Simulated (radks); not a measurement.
Charge is removed step by step from the 4s down level of Ru3+, starting from [Ar] 3d10 4s(up 1, down 1) 4p6 4d5. Method: non-relativistic Kohn-Sham, r2SCAN, spin-polarised, spherical densities, point nucleus; open shells are filled with parallel spins first (spin-orbit coupling, left out, can overturn this in heavy ions); meta-GGA in the generalised Kohn-Sham scheme; relativity is left out, which matters for an element this heavy; computed with a radial shooting solver on a logarithmic mesh with Libxc functionals.

| removed (e) | E - E(0) (eV) | eigenvalue (eV) | E minus straight line (eV) |
|---|---|---|---|
| 0 | 0.000 | -105.23 | 0.000 |
| 0.25 | 26.806 | -109.23 | -1.519 |
| 0.5 | 54.620 | -113.28 | -2.032 |
| 0.75 | 83.450 | -117.36 | -1.527 |
| 1 | 113.30 | -121.46 | 0.000 |

Removing the whole electron costs 113.30 eV by Delta-SCF, against 105.23 eV from minus the eigenvalue at the starting occupation. Slater's transition state (half an electron removed) gives 113.28 eV. Integrating minus the eigenvalue over the occupation (Janak's theorem) gives 113.30 eV. The mean slope of the eigenvalue, de/dn, is 16.2 eV per electron.
